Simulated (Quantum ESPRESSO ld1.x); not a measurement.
The numbers below are computed, except where a source is named.
Problem. The gallium ion Ga17+, configuration [Ne] 3s2 3p2. Level of theory: Dirac Kohn-Sham, PW91, spin-unpolarised, spherical densities, point nucleus; open shells fill j = l - 1/2 first (ld1.x of Quantum ESPRESSO 7.5).

Spin-orbit splittings of the eigenvalues, e(l+1/2) - e(l-1/2), with zeta = 2 splitting/(2l+1) and mean radii in bohr:

| shell | occ. | splitting (eV) | zeta (eV) | <r> j=l-1/2 | <r> j=l+1/2 |
|---|---|---|---|---|---|
| 2p | 6 | 28.23 | 18.82 | 0.1860 | 0.1894 |
| 3p | 2 | ? | ? | 0.5392 | 0.5446 |

Estimate the 3p splitting.

Solution. 5.957 eV (zeta = 3.971 eV).
